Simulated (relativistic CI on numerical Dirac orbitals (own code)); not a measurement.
# Crystal-field levels of Nb2+, 4d3

Calculated by Dirac-Coulomb-Breit CI, KLI orbitals optimised for each configuration, a model potential for QED, valence Slater integrals scaled by 0.65, one configuration in a parametric crystal field (own radial code).

Field parameters in Wybourne normalisation: D3d B²₀ = −7Dσ, B⁴₀ = −14Dq − 21Dτ, B⁴₃ = −14√(10/7) Dq. The field is a parameter set, without covalency.

S is read from ⟨S²⟩ = S(S + 1).

Levels (cm⁻¹, degeneracy): 0 (2), 2 (2), 5966 (2), 6354 (2), 9093 (2), 9142 (2), 9407 (2), 14114 (2), 17043 (2), 17628 (2), 18800 (2), 18813 (2).

(1) Which field gives this pattern?
A. D3d, 10Dq = 13850, Dσ = -1060, Dτ = 140 cm⁻¹
B. D3d, 10Dq = 14700, Dσ = 940, Dτ = -20 cm⁻¹
C. D3d, 10Dq = 17100, Dσ = 660, Dτ = -330 cm⁻¹
D. D3d, 10Dq = 21950, Dσ = -1000, Dτ = -330 cm⁻¹

Answers

(1) D. D3d, 10Dq = 21950, Dσ = -1000, Dτ = -330 cm⁻¹, ground level with S = 1.50.
